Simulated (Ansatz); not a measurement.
Compare A (`O=CS[SiH3]`) with its isomer B (`S[SiH]1CO1`).

Isolated molecules relaxed with PBE0-D4/def2-TZVP in Ansatz; ΔE leaves out vibrations. CCSD(T)/CBS adds triple-zeta CCSD(T) − MP2 to the extrapolated MP2 energy (def2 sets, frozen cores). Functionals use def2-TZVPP. B3LYP here is the variant with VWN-RPA as its local correlation; programs differ in this. Each species was taken in one conformer, which may not be the lowest.

A:

```xyz
8

O     1.4796   -0.8916   -0.5155
C     1.4257   -0.5577    0.6348
S     0.0821    0.3222    1.3674
Si   -1.0925    0.4383   -0.4452
H     2.2280   -0.7728    1.3617
H    -1.4505   -0.9182   -0.9135
H    -0.3667    1.2069   -1.4796
H    -2.3057    1.1729   -0.0101
```

B:

Z-matrix (Å, degrees):
```
Si
C 1 1.798
O 1 1.652 2 50.8
S 1 2.112 2 121.3 3 -104.9
H 1 1.476 2 124.3 3 98.3
H 2 1.088 1 121.5 3 99.2
H 2 1.088 1 122.9 3 -98.9
H 4 1.344 1 93.3 2 179.8
```

Problem. Which is lower in electronic energy at CCSD(T)/CBS, and by how much? (Estimate.)

Solution. The calculation gave: B, by 2.9 kcal/mol.

Problem. Give E(B) − E(A) in kcal/mol with LDA (SPW92), PBE0-D4, PBE-D4, B3LYP, BLYP-D4, HF/def2-TZVPP, CCSD/def2-TZVPP. (Best estimate.)

Solution. The calculation gave: LDA (SPW92) -3.2, PBE0-D4 -1.9, PBE-D4 0.4, B3LYP 0.6, BLYP-D4 3.6, HF/def2-TZVPP 2.4, CCSD/def2-TZVPP -2.3. The order is the other way round with PBE-D4, B3LYP, BLYP-D4, HF/def2-TZVPP.

Problem. Does the order hold for the free energy at 298.15 K (harmonic terms from PBE0-D4)? (Estimate.)

Solution. Ansatz gave: Yes: G(B) − G(A) = -0.9 kcal/mol, for one conformer each.

Largest T1 diagnostic: 0.017.

From PBE to PBE0 (25 % exact exchange), in def2-TZVPP and without D4, E(B) − E(A) moves by −2.3 kcal/mol. At CCSD(T), def2-SVP lies +12.2 kcal/mol from the extrapolated value and def2-TZVPP +1.4 kcal/mol.
